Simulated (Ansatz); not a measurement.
# Molecular dynamics of K

Input:

```yaml
accuracy: low
crystal:
  lattice:
    - [10.46, 0.0, 0.0]
    - [0.0, 10.46, 0.0]
    - [0.0, 0.0, 10.46]
  atoms:
    - { symbol: K, position: [0.06264443, -0.05416987, 0.06851155] }
    - { symbol: K, position: [0.48050908, -0.01049346, 0.11777141] }
    - { symbol: K, position: [0.1047007, 0.53154866, -0.05096986] }
    - { symbol: K, position: [-0.08988285, 0.09136479, 0.50484059] }
    - { symbol: K, position: [0.27254516, 0.20823563, 0.33897102] }
    - { symbol: K, position: [0.47494452, 0.52329891, 0.03713381] }
    - { symbol: K, position: [0.5642355, -0.00017558, 0.45986345] }
    - { symbol: K, position: [0.77936385, 0.1965476, 0.15114672] }
    - { symbol: K, position: [0.06529742, 0.48376876, 0.42969211] }
    - { symbol: K, position: [0.24818949, 0.84231696, 0.4207684] }
    - { symbol: K, position: [0.34771261, 0.21699544, 0.73760177] }
    - { symbol: K, position: [0.52405441, 0.51975637, 0.55938937] }
    - { symbol: K, position: [0.80027525, 0.73435394, 0.19183373] }
    - { symbol: K, position: [0.77283153, 0.28404867, 0.77255263] }
    - { symbol: K, position: [0.30408502, 0.80497208, 0.77922112] }
    - { symbol: K, position: [0.6785779, 0.90622828, 0.76556347] }
    - { symbol: K, position: [-0.09109204, 0.69473791, 0.67076564] }
basis:
  ecutwfc: 420.0
kpoints:
  mp_grid: { grid: [1, 1, 1] }
hamiltonian:
  xc: pbe
scf:
  occupations: { method: fermi_dirac, width: 0.05 }
  lower_state_search: "off"
md:
  timestep: 3.0
  n_steps: 300
  ensemble: nve
  temperature: 1260.0
  initial_velocities: maxwell_boltzmann
  seed: 405157
```

Run as:

```bash
$ ansatz run input.yaml --threads 2 --pin off --max-ram 5120MiB --backend cpu --events-out ev --progress --plain --runs-dir out
```

It goes on from the last frame of an earlier run, with new velocities.

Output, in part (step lines):

```
md step     0: t =     0.00 fs  T =  1260.0 K  F+E_penalty+E_count = -26138.56672530 eV  E_kin = 2.605882 eV  conserved = -26135.96084372 eV  (10 SCF iters)
md step     1: t =     3.00 fs  T =  1267.4 K  F+E_penalty+E_count = -26138.58204575 eV  E_kin = 2.621186 eV  conserved = -26135.96085930 eV  (7 SCF iters)
md step     2: t =     6.00 fs  T =  1274.1 K  F+E_penalty+E_count = -26138.59589528 eV  E_kin = 2.635021 eV  conserved = -26135.96087405 eV  (7 SCF iters)
md step     3: t =     9.00 fs  T =  1280.0 K  F+E_penalty+E_count = -26138.60809568 eV  E_kin = 2.647208 eV  conserved = -26135.96088729 eV  (8 SCF iters)
md step     4: t =    12.00 fs  T =  1285.0 K  F+E_penalty+E_count = -26138.61848708 eV  E_kin = 2.657587 eV  conserved = -26135.96089971 eV  (7 SCF iters)
md step     5: t =    15.00 fs  T =  1289.1 K  F+E_penalty+E_count = -26138.62692922 eV  E_kin = 2.666018 eV  conserved = -26135.96091108 eV  (3 SCF iters)
md step     6: t =    18.00 fs  T =  1292.2 K  F+E_penalty+E_count = -26138.63330215 eV  E_kin = 2.672382 eV  conserved = -26135.96092044 eV  (3 SCF iters)
md step     7: t =    21.00 fs  T =  1294.2 K  F+E_penalty+E_count = -26138.63750606 eV  E_kin = 2.676578 eV  conserved = -26135.96092840 eV  (3 SCF iters)
[... lines left out ...]
md step   299: t =   897.00 fs  T =  1023.0 K  F+E_penalty+E_count = -26138.07674376 eV  E_kin = 2.115818 eV  conserved = -26135.96092609 eV  (2 SCF iters)
md step   300: t =   900.00 fs  T =  1005.5 K  F+E_penalty+E_count = -26138.04042232 eV  E_kin = 2.079512 eV  conserved = -26135.96091033 eV  (7 SCF iters)
```

The steps, from the saved trajectory:

```tsv
time (fs)	T (K)	potential energy less start (eV)	conserved less start (meV/atom)
0.0	1260	0.000	0.00
30.0	1294	-0.070	-0.01
60.0	1216	0.091	-0.01
90.0	1034	0.467	0.00
120.0	921	0.702	0.02
150.0	1043	0.448	-0.01
180.0	1125	0.279	-0.02
210.0	1063	0.407	0.00
240.0	1038	0.459	0.00
270.0	1088	0.355	0.00
300.0	1145	0.238	-0.01
330.0	1128	0.273	0.00
360.0	1116	0.297	-0.01
390.0	1054	0.426	-0.01
420.0	881	0.785	0.00
450.0	771	1.012	0.02
480.0	910	0.723	0.00
510.0	1077	0.378	-0.01
540.0	1152	0.223	0.00
570.0	1184	0.156	0.00
600.0	1138	0.251	-0.01
630.0	988	0.562	0.00
660.0	868	0.812	0.01
690.0	881	0.785	0.00
720.0	917	0.710	-0.01
750.0	889	0.768	0.00
780.0	880	0.785	0.01
810.0	984	0.570	0.00
840.0	1115	0.300	-0.01
870.0	1132	0.266	-0.01
900.0	1005	0.526	0.00
```

All steps were run. The conserved energy stayed within 0.022 meV per atom of its start (net change -0.0039 meV per atom), so the integration is sound. A run of 0.9 ps of so small a system gives no equilibrium averages. Limits of this set-up: coarse k mesh, low accuracy level.

Mean squared displacements from the first frame to the last, about the centre of mass: K 5.21 Å².

Last frame:

```xyz
17
Lattice="10.4600 0.0000 0.0000 0.0000 10.4600 0.0000 0.0000 0.0000 10.4600" Properties=species:S:1:pos:R:3
K -0.469 0.654 -0.465
K 6.273 1.530 2.501
K -0.592 5.159 -0.488
K 0.149 -0.075 3.739
K 2.295 3.027 1.954
K 5.611 3.482 -1.705
K 3.687 0.642 5.501
K 10.159 6.035 3.923
K 1.538 3.893 6.198
K 2.856 7.710 2.703
K 2.767 0.531 9.815
K 6.520 4.376 5.169
K 7.096 8.324 2.205
K 8.812 2.318 6.952
K 3.296 7.430 8.496
K 6.539 9.752 8.685
K -0.650 8.154 7.563
```

Time of the run: 9.9 min on 2 threads of Arm Neoverse V2, on a shared host, peak memory 0.82 GiB.
